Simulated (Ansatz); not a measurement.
`ClC1(Cl)C[SiH2]1`. Charge 0, multiplicity 1. The geometry is a stationary point of PBE0-D4/def2-TZVP.

```xyz
9

Cl    0.637    1.588   -1.611
C     0.106    0.852   -0.105
Cl   -0.303    2.040    1.125
C    -0.898   -0.290   -0.261
Si    0.760   -0.816    0.397
H    -1.750   -0.248    0.410
H    -1.166   -0.530   -1.285
H     1.710   -1.493   -0.507
H     0.905   -1.102    1.837
```

Task: What is the dipole moment at ωB97M-V/def2-TZVPP? (Estimate.)

Result: The calculation gave: 2.48 D, with components (-0.03, -2.45, 0.40) D in this frame, pointing from negative to positive charge.

Task: And with PBE, r2SCAN, B3LYP? (Estimate.)

Result: The calculation gave: PBE 2.23 D, r2SCAN 2.42 D, B3LYP 2.44 D.

Task: Give the Mulliken charges with ωB97M-V, r2SCAN, PBE in def2-TZVPP. (An estimate is asked.)

Result: Ansatz gave: 
| atom | ωB97M-V | r2SCAN | PBE |
| --- | --- | --- | --- |
| Cl1 | -0.07 | -0.12 | -0.10 |
| C2 | -0.04 | 0.10 | 0.08 |
| Cl3 | -0.07 | -0.12 | -0.10 |
| C4 | -0.31 | -0.25 | -0.22 |
| Si5 | 0.24 | 0.31 | 0.21 |
| H6 | 0.13 | 0.09 | 0.10 |
| H7 | 0.13 | 0.09 | 0.10 |
| H8 | 0.00 | -0.05 | -0.03 |
| H9 | 0.00 | -0.05 | -0.03 |

B3LYP here is the variant with VWN-RPA as its local correlation; programs differ in this.
